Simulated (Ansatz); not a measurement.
Reaction (redistribution): `[GeH3][SiH2][GeH3]` + `[SiH3][SiH2][SiH2][SiH2][SiH2][SiH3]` → `[SiH3][SiH2][SiH2][SiH2][GeH3]` + `[SiH3][SiH2][SiH2][GeH3]`

Computed with Ansatz on PBE0-D4/def2-TZVP structures; ΔE is electronic, products minus reactants. CBS: MP2 limit from def2 TZ/QZ plus the TZ coupled-cluster correction, frozen cores. Functionals use def2-TZVPP. For Ge outer-core shells are correlated without core-valence functions, which leaves a few kJ/mol of doubt a bond. Scalar relativity is left out up to krypton. One conformer a species, not always the lowest.

```tsv
level	ΔE (kJ/mol)	difference from CCSD(T)/CBS
B97M-V	0.5	0.6
r2SCANh-D4	0.4	0.5
r2SCAN0-D4	0.5	0.6
CAM-B3LYP-D4	0.9	1.0
ωB97M-V	0.5	0.6
PBE	-1.7	-1.6
revPBE	-4.1	-4.0
r2SCAN	-0.8	-0.7
r2SCANh	-0.8	-0.7
BHLYP	-2.1	-2.0
LC-ωPBE	-2.2	-2.1
RPA@PBE/def2-TZVPP	-1.2	-1.1
MP2/def2-TZVPP	-0.9	-0.8
CCSD/def2-TZVPP	-1.2	-1.1
HF/def2-QZVPP	-3.6	-3.5
CCSD/CBS(def2)	-0.7	-0.6
CCSD(T)/CBS	-0.1	0
```

Largest T1 diagnostic among the species: 0.014.

In def2-TZVPP, CCSD(T) changes the Hartree–Fock value by +3.4 kJ/mol (the triples alone add +0.6 kJ/mol) and MP2 by +3.0 kJ/mol. The D4 term adds +3.7 kJ/mol with B3LYP and +2.5 kJ/mol with PBE0; it sums over pairs of atoms, weighted by their polarisabilities, and B3LYP, whose exchange is more repulsive, gets the larger term. Leaving LDA and LC-ωPBE aside and taking each functional with its dispersion term where it has one, the values, not all of them listed here, spread over 2.9 kJ/mol, from B2PLYP to BLYP-D4. LDA lies +3.9 kJ/mol from PBE without D4.

B3LYP here is the variant with VWN-RPA as its local correlation; programs differ in this.
